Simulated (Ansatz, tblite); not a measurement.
Removing and adding an electron: Sn₂O. Charge 0, multiplicity 1. Geometry: PBE-D4/def2-TZVP. Ansatz, gas phase; energy differences of separate SCF runs; the oxidised species was run as a doublet alone; the reduced species was run as a doublet alone.

```csv
atom,x (Å),y (Å),z (Å)
Sn1,0.9035,-1.0963,-0.5312
Sn2,-1.0208,1.0334,-0.4374
O3,0.1173,0.0629,0.9685
```

In the def2 sets Sn takes a core potential; there is no spin–orbit coupling. The xTB rows come from tblite. The structure comes from a short search, and lower isomers may exist.

| level | −HOMO (eV) | vertical IE (eV) | −LUMO (eV) | vertical EA (eV) | HOMO–LUMO gap (eV) | IE − EA (eV) |
| --- | --- | --- | --- | --- | --- | --- |
| GFN1-xTB | 8.71 | 11.73 | 7.75 | 4.57 | 0.96 | 7.16 |
| GFN2-xTB | 8.71 | 12.06 | 7.60 | 4.09 | 1.11 | 7.97 |

Estimate the rows for PBE-D4/def2-TZVP, PBE0-D4/def2-TZVP.


```
            level  −HOMO (eV)  vertical IE (eV)  −LUMO (eV)  vertical EA (eV)  HOMO–LUMO gap (eV)  IE − EA (eV)
 PBE-D4/def2-TZVP        4.04              6.64        3.48                 –                0.57             –
PBE0-D4/def2-TZVP        4.81              6.65        2.76                 –                2.05             –
```

Run but left out: HF/def2-TZVPP, r2SCAN-D4/def2-TZVP, PBE-QIDH/def2-TZVP, MP2/def2-TZVPP, CCSD/def2-TZVPP, CCSD(T)/def2-TZVPP (singlet: restricted singlet, unstable towards broken spin symmetry); revPBE-D4/def2-TZVP, B97M-V/def2-TZVP, r2SCAN0-D4/def2-TZVP, HSE06-D4/def2-TZVP, PBE-D4/def2-TZVPD, r2SCAN-D4/def2-TZVPD, PBE0-D4/def2-TZVPD (singlet: restricted singlet, unstable towards broken spin symmetry at other levels and untested here).   Raw xTB energy differences between charge states are shifted by several eV; the methods need an empirical correction for them.
